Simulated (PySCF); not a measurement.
C4H5Si, SMILES C1=CC=C[SiH]1 (connectivity only; charge and spin as stated), charge +1, multiplicity 1.

The structure is a stationary point at PBE0-D3(BJ)/def2-SVP. The spin state was assumed, not searched. The isomer is the one that the SMILES or the coordinates give; other isomers of the formula were not compared.

The numbers are results of PBE/def2-TZVP (PySCF), not measurements.

Symmetry labels are those of the subgroup C2v that the program uses (full group C2v).

### Question
List the valence orbital energies around the gap with their symmetry. (The exact figures need the calculation; the answer reports its results.)

### Answer

```csv
orbital,symmetry,energy (eV)
HOMO−7,B2,-18.13
HOMO−6,A1,-17.50
HOMO−5,B2,-15.67
HOMO−4,A1,-15.11
HOMO−3,B1,-14.35
HOMO−2,A1,-13.78
HOMO−1,B2,-13.58
HOMO,A2,-11.63
LUMO,B1,-10.04
LUMO+1,B1,-6.35
LUMO+2,A1,-5.75
LUMO+3,A2,-5.32
```
